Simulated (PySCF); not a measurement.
SnF3, SMILES [F][Sn]([F])[F], multiplicity 2. Atoms are numbered in the order given.

```xyz
4

Sn     0.0000     0.0000     0.2706
F      1.5408    -0.8896    -0.5011
F     -1.5408    -0.8896    -0.5011
F      0.0000     1.7791    -0.5011
```
Charge 0, spin multiplicity 2.

The structure is a stationary point at r2SCAN-D4/def2-SVP. The multiplicity is an assumed one; other spin states were not compared. The isomer is the one that the SMILES or the coordinates give; other isomers of the formula were not compared. The def2 effective core potentials stand for the cores of Sn; spin–orbit coupling is left out.

Level of theory: r2SCAN/def2-TZVPD in PySCF.

| Quantity | Value |
|---|---|
| total energy | -514.00495 hartree |
| point group | C3v |
| α spin, highest occupied and lowest empty level | -8.10 and -1.32 eV |
| β spin, highest occupied and lowest empty level | -9.95 and -6.42 eV |
| dipole moment | 3.20 D |
| quadrupole, principal values (traceless, Buckingham form, about the centre of nuclear charge) | -3.48, -3.48, 6.95 D·Å |
| mean static polarisability | 39.4 bohr³ (5.83 Å³) |
| polarisability, principal values | 34.7, 41.7, 41.7 bohr³ |
| ⟨S²⟩ | 0.754 (pure state 0.75) |
